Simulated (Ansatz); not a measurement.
Z-matrix (Å, degrees):
```
In
H 1 1.7215
H 1 1.7215 2 120.00
H 1 1.7215 2 120.00 3 -180.00
```
Charge 0, multiplicity 1.

All values below come from frozen-core CCSD(T)/def2-TZVPP // r2SCAN-D4/def2-TZVP (Ansatz, a program for electronic structure).

```yaml
HF energy: -190.91387 Ha
MP2 correlation energy: -0.30448 Ha
```

**Question.** Estimate the CCSD correlation energy, the (T) correction, the total energy and the T1 diagnostic.

**Answer.** 
```yaml
CCSD correlation energy: -0.31764 Ha
"(T) correction": -0.00735 Ha
CCSD(T) total energy: -191.23887 Ha
T1 diagnostic: 0.014
```
